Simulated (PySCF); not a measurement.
Stretching AgF

Set-up: Ag def2-TZVPP with ECP28, F def2-TZVPP; scalar-relativistic core potentials (PySCF 2.14). Energies in eV from Ag (4d10 5s1) + F in their ground configurations at the same level. State: ¹Σ⁺ (singlet), closed shell.

All columns are BHandHLYP. A positive dipole means Ag(−)F(+).

```json
{"R (Å)": "1.710", "E (eV)": "-1.875", "μ (D)": "-4.88", "Mulliken charge on Ag (basis-dependent)": "0.65", "HOMO (eV)": "-8.80", "LUMO (eV)": "-2.00", "Mayer bond order": "0.65", "⟨S²⟩": "0.00"}
{"R (Å)": "1.789", "E (eV)": "-2.438", "μ (D)": "-5.29", "Mulliken charge on Ag (basis-dependent)": "0.65", "HOMO (eV)": "-9.03", "LUMO (eV)": "-2.15", "Mayer bond order": "0.62", "⟨S²⟩": "0.00"}
{"R (Å)": "1.869", "E (eV)": "-2.744", "μ (D)": "-5.68", "Mulliken charge on Ag (basis-dependent)": "0.65", "HOMO (eV)": "-9.22", "LUMO (eV)": "-2.29", "Mayer bond order": "0.60", "⟨S²⟩": "0.00"}
{"R (Å)": "1.928", "E (eV)": "-2.852", "μ (D)": "-5.97", "Mulliken charge on Ag (basis-dependent)": "0.65", "HOMO (eV)": "-9.32", "LUMO (eV)": "-2.40", "Mayer bond order": "0.59", "⟨S²⟩": "0.00"}
{"R (Å)": "1.988", "E (eV)": "-2.885", "μ (D)": "-6.25", "Mulliken charge on Ag (basis-dependent)": "0.66", "HOMO (eV)": "-9.39", "LUMO (eV)": "-2.50", "Mayer bond order": "0.59", "⟨S²⟩": "0.00"}
{"R (Å)": "2.048", "E (eV)": "-2.861", "μ (D)": "-6.53", "Mulliken charge on Ag (basis-dependent)": "0.66", "HOMO (eV)": "-9.41", "LUMO (eV)": "-2.59", "Mayer bond order": "0.58", "⟨S²⟩": "0.00"}
{"R (Å)": "2.127", "E (eV)": "-2.767", "μ (D)": "-6.89", "Mulliken charge on Ag (basis-dependent)": "0.66", "HOMO (eV)": "-9.39", "LUMO (eV)": "-2.72", "Mayer bond order": "0.57", "⟨S²⟩": "0.00"}
{"R (Å)": "2.227", "E (eV)": "-2.585", "μ (D)": "-7.34", "Mulliken charge on Ag (basis-dependent)": "0.67", "HOMO (eV)": "-9.28", "LUMO (eV)": "-2.88", "Mayer bond order": "0.57", "⟨S²⟩": "0.00"}
{"R (Å)": "2.346", "E (eV)": "-2.313", "μ (D)": "-7.86", "Mulliken charge on Ag (basis-dependent)": "0.67", "HOMO (eV)": "-9.07", "LUMO (eV)": "-3.06", "Mayer bond order": "0.56", "⟨S²⟩": "0.00"}
{"R (Å)": "2.505", "E (eV)": "-1.916", "μ (D)": "-8.53", "Mulliken charge on Ag (basis-dependent)": "0.68", "HOMO (eV)": "-8.74", "LUMO (eV)": "-3.29", "Mayer bond order": "0.55", "⟨S²⟩": "0.00"}
```

A fit through these points gives, at Re = 1.990 Å, μ = -6.26 D and dμ/dR = -4.67 D/Å; the reduced mass is 16.13 u.

Question: How strong is the fundamental in the double-harmonic approximation, I = 42.26·(dμ/dR)²/μred km/mol?

Answer: I = 42.26·(-4.67)²/16.13 = 57.1 km/mol at BHandHLYP.

These are scalar-relativistic numbers at best; spin–orbit coupling would shift them, the dissociation energy most.
